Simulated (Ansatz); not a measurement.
Ansatz (a program for electronic structure) input (CCSD(T)/aug-cc-pV(D+d)Z):
A basis named .json is the Basis Set Exchange file of that set.

Ansatz 0.2 input:
```yaml
crystal:
  periodic: [false, false, false]
  atoms:
    - {symbol: Si, position_ang: [0.06006279, -0.26826582, 0.36171470]}
    - {symbol: O, position_ang: [-0.69420343, 1.34199097, 0.01341476]}
    - {symbol: O, position_ang: [-0.87444894, -1.10217367, -0.63206906]}
    - {symbol: O, position_ang: [1.53213635, 0.13754145, -0.11224789]}
    - {symbol: H, position_ang: [-0.12302244, -0.51067022, 1.78744086]}
    - {symbol: H, position_ang: [-0.11809475, 2.09976219, -0.19123378]}
    - {symbol: H, position_ang: [-1.14985788, -2.01951378, -0.53877933]}
    - {symbol: H, position_ang: [2.36618050, -0.20828111, 0.22068312]}
    - {symbol: H, position_ang: [-1.52395636, 1.37555438, -0.49489915]}
basis:
  gaussian:
    orbitals: aug-cc-pV_D+d_Z.json
total_charge: 1
magnetization: {spin_polarized: false}
correlation: {method: ccsd_t, electrons: outside_noble_gas}
output: {forces: true}
```

Output:

```
Functional definition: HF
integrals: 0.39 GiB planned
1420 factors; integrals over basis functions are off by at most 6.8e-4 eV
mean field: 0.67 GiB planned
mean field evaluation 1: about -14041.1934 eV, gradient 7.5e1 eV
mean field evaluation 2: about -14041.1937 eV, gradient 7.5e1 eV
mean field evaluation 4: about -14050.8167 eV, gradient 3.6e0 eV
mean field evaluation 8: about -14050.8577 eV, gradient 2.5e-4 eV
mean field evaluation 16: about -14050.8553 eV, gradient 2.8e-1 eV
mean field -14050.85766222 eV, -516.3594950734 hartree, gradient 2.2e-6 eV, S^2 0.000000; 0 other end points of the search recorded, 0 dependent functions left out
8 core orbitals not correlated
reference -14050.85766222 eV, -516.3594950734 hartree; 13, 13 occupied and 125, 125 virtual orbitals, 1420 factors
densities: 2.33 GiB planned
second order -19.06940724 eV of doubles, -0.00000000 eV of singles
coupled cluster: 1.25 GiB planned
cycle   1  -19.22447118 eV  change   -1.6e-1 eV  update   9.6e-2
cycle   2  -19.63533301 eV  change   -4.1e-1 eV  update   2.6e-2
cycle   3  -19.74806173 eV  change   -1.1e-1 eV  update   1.4e-2
cycle   4  -19.74092237 eV  change    7.1e-3 eV  update   2.8e-3
cycle   5  -19.73940006 eV  change    1.5e-3 eV  update   1.2e-3
cycle   6  -19.74015208 eV  change   -7.5e-4 eV  update   3.3e-4
cycle   7  -19.74002743 eV  change    1.2e-4 eV  update   1.1e-4
cycle   8  -19.73993817 eV  change    8.9e-5 eV  update   3.3e-5
cycle   9  -19.73993088 eV  change    7.3e-6 eV  update   1.1e-5
perturbative correction -0.51881742 eV, -0.0190661884 hartree
the calculation of the forces begins
Total energy: -14071.11641053 eV, -517.1039903416 hartree
Atom 0 at     0.060063    -0.268266     0.361715 Å, force    -0.039819    -0.282883     0.858990 eV/Å
Atom 1 at    -0.694203     1.341991     0.013415 Å, force    -0.127128     0.231715     0.035943 eV/Å
Atom 2 at    -0.874449    -1.102174    -0.632069 Å, force    -0.536011    -0.223581    -0.651368 eV/Å
Atom 3 at     1.532136     0.137541    -0.112248 Å, force     0.671106     0.398247    -0.390631 eV/Å
Atom 4 at    -0.123022    -0.510670     1.787441 Å, force    -0.028203    -0.004288     0.140797 eV/Å
Atom 5 at    -0.118095     2.099762    -0.191234 Å, force     0.005116     0.046114    -0.069499 eV/Å
Atom 6 at    -1.149858    -2.019514    -0.538779 Å, force    -0.006018    -0.121651     0.065953 eV/Å
Atom 7 at     2.366181    -0.208281     0.220683 Å, force     0.076967    -0.078903     0.083878 eV/Å
Atom 8 at    -1.523956     1.375554    -0.494899 Å, force    -0.016010     0.035230    -0.074063 eV/Å
Dipole moment:    -0.191634     0.306852     0.155391 e Å
```

It need not be the lowest isomer of its formula.
